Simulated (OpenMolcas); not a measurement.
W5+ (d1) among equal point charges was computed by CASSCF with the d shell active (OpenMolcas, ANO-RCC-VTZP on the metal). Its lowest spin-free states, and all those of the highest spin:

| 2S+1 | Degeneracy | E (cm-1) |
| --- | --- | --- |
| 2 | 2 | 0.0 |
| 2 | 1 | 2854 |
| 2 | 1 | 3126 |
| 2 | 1 | 9134 |

Problem. Is the site octahedral, tetrahedral or cube-like, axial, or of lower symmetry?

Solution. The states with 2S+1 = 2 have orbital degeneracies 2, 1, 1, 1. There are pairs but no triples, so the site is axial: not cubic, but with a proper or improper axis of order three or more. The run had W5+ among 6 point charges of -1.7 e arranged as a tetragonal octahedron (D4h), 2.26 Å from the ion, with the axial distance 2.599 Å.

An orbital doublet at a regular site is open to a Jahn-Teller distortion, which this geometry leaves out. This is an electrostatic model: the charges have no orbitals. No measured value stands beside these numbers.
